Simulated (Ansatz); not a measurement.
The cluster Ag₃H₄⁻. Charge -1, multiplicity 1. Geometry r2SCAN-D4/def2-TZVPD, basis def2-TZVPD, Ansatz.

Cartesian coordinates in Å:
```
Ag 0.665 2.385 0.334
Ag -0.205 -0.202 1.035
Ag -0.566 -2.286 -0.829
H -0.651 -1.860 0.881
H 0.146 1.360 1.672
H 1.169 3.523 -0.744
H -0.557 -2.919 -2.349
```

| run | HOMO (eV) | LUMO (eV) |
| --- | --- | --- |
| A | -1.70 | 1.85 |
| B | -2.68 | 2.47 |
| C | -2.56 | 2.26 |
| D | -1.87 | 2.05 |
| E | -2.28 | 2.13 |

In the def2 sets Ag takes a core potential; there is no spin–orbit coupling. B3LYP takes the VWN-RPA correlation. HSE06 is defined as in plane-wave codes, on full-range PBE exchange. Another isomer (singlet) lies 0.04 eV lower at PBE0-D4/def2-TZVPD; other spin states weren't run for this one.

**Question.** The runs used B3LYP, HSE06, PBE, PBE0, r2SCAN. Estimate which is which.

**Answer.** A PBE (0 % exact exchange); B PBE0 (25 % exact exchange); C B3LYP (20 % exact exchange); D r2SCAN (0 % exact exchange); E HSE06 (range-separated). Exact exchange lowers occupied and raises empty levels; among semilocal functionals meta-GGAs tend to open the gap a little, and such runs are hard to tell apart. The gap grows from 3.54 eV (PBE) to 5.15 eV (PBE0).
